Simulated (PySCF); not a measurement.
A set of runs on `[Cl][Ga-]([Cl])([Cl])[Cl]`; the geometry of each is named by its level. Settings lines and outputs come from a driver script.

Species: GaCl₄ (charge -1).
SMILES with atom numbers: `[Cl:1][Ga-:2]([Cl:3])([Cl:4])[Cl:5]`

Step 1: PBE0-D3(BJ)/def2-SVP geometry optimisation, gas phase (PySCF 2.14.0) (from the GFN2-xTB geometry)
```json
{"job": {"xc": "PBE0", "basis": "def2-SVP", "d3": "d3bj", "grid": 1, "shake": 0.03, "kind": "geom"}, "charge": -1, "multiplicity": 1}
```
```
step   0  E = -3764.31669628  max force = 0.030586
step   1  E = -3764.32025742  max force = 0.011589
step   2  E = -3764.32065448  max force = 0.002145
step   3  E = -3764.32067530  max force = 0.000534
step   4  E = -3764.32066793  max force = 0.002803
step   5  E = -3764.32066911  max force = 0.003441
step   6  E = -3764.32068599  max force = 0.002789
step   7  E = -3764.32070194  max force = 0.001956
step   8  E = -3764.32071113  max force = 0.001265
step   9  E = -3764.32071704  max force = 0.000340
step  10  E = -3764.32071763  max force = 0.000356
optimisation converged
```

Final energy -3764.32072 Eh after 10 steps. Energies in Eh; «max force» is the largest Cartesian gradient component in Eh/bohr.

On one thread, AMD EPYC 7B13 (x86_64), shared host with 128 logical CPUs at a one-minute load of 21, this took 43 s and 0.42 GiB of memory at its peak.

Step 2: TDDFT B3LYP/def2-SVPD, vertical, gas phase, core orbitals frozen in the response (PySCF 2.14.0, density-fitted response routines) (on the PBE0-D3(BJ)/def2-SVP geometry)
```json
{"job": {"kind": "uv", "xc": "B3LYP", "basis": "def2-SVPD", "ip": true}, "charge": -1, "multiplicity": 1}
```
```
...
Static polarisability (au): isotropic 95.029, principal 94.870 94.962 95.254
Singlet excitations
state   eV       nm        f      main configurations
  1   6.0071    206.4   0.00002   H->L 0.91
  2   6.0078    206.4   0.00002   H-1->L 0.91
  3   6.0123    206.2   0.00001   H-2->L 0.97
  4   6.4766    191.4   0.17125   H-3->L 0.96
  5   6.4792    191.4   0.17186   H-4->L 0.92
  6   6.4844    191.2   0.17318   H-5->L 0.93
  7   6.5658    188.8   0.00016   H-6->L 0.96
  8   6.5749    188.6   0.00020   H-7->L 0.96
  9   7.3175    169.4   0.00001   H->L+1 0.96
 10   7.3184    169.4   0.00001   H-1->L+1 0.96
Triplet excitations (Tamm-Dancoff, eV): 5.7886 5.7896 5.7940 6.0969
Vertical ionisation energy (delta-SCF) = 6.2642 eV
```

HOMO -4.33 eV, LUMO 2.60 eV; lowest singlet 6.01 eV; lowest triplet 5.79 eV (Tamm–Dancoff); mean polarisability 95.0 au.

The run took 29 s (with the writing of density and orbital grids) on an AMD EPYC 7B13 with one thread, on a shared host, and the process peaked at 0.62 GiB of memory.

Step 3: delta-SCF UKS SCAN, pcX-2 on the ionised atom, pcseg-1 elsewhere, spin-free X2C (PySCF 2.14.0) (on the PBE0-D3(BJ)/def2-SVP geometry)
```json
{"job": {"kind": "xps"}, "charge": -1, "multiplicity": 1}
```
```
...
ground state, core basis on atom 0 (Cl), 141 functions
  E(ground) = -3786.46089395 Eh
hole in Cl 1s of atom 0
  E(ion) = -3682.69128528 Eh   <S^2> = 0.7520   hole on atom = 1.000   binding energy = 2823.715 eV
hole in Cl 2p of atom 0
  E(ion) = -3779.04847432 Eh   <S^2> = 0.7519   hole on atom = 1.001   binding energy = 201.702 eV
  2p3/2 = 201.126 eV   2p1/2 = 202.779 eV
```

Cl1s of Cl1 2823.71 eV; Cl2p of Cl1 201.68 eV (mean of the 2p shell); one atom stands for each set of equivalent ones. SCF cycles are left out; they run on a coarse grid, and E(ground) and E(ion) are re-evaluated on a finer one. For a 2p shell the printed binding energy is that of one 2p hole without spin–orbit coupling; the 2p3/2 and 2p1/2 values follow from a further step that adds the ground-state splitting of the three 2p orbitals and a mean-field spin–orbit operator, and the shell mean corrects the one hole to the average of the three. The log counts atoms from 0, this text from 1.

On an AMD EPYC 7B13 with one thread, no GPU, on a shared host, this took 3.9 s of wall time and 0.33 GiB of memory at its peak.

Geometry of the electronic-property runs (PBE0-D3(BJ)/def2-SVP):
```
atom  x, y, z in Å
Cl1   -1.737   -0.402   -1.294
Ga2    0.019   -0.022   -0.019
Cl3    0.011    2.081    0.638
Cl4    1.862   -0.409   -1.160
Cl5   -0.063   -1.353    1.738
```

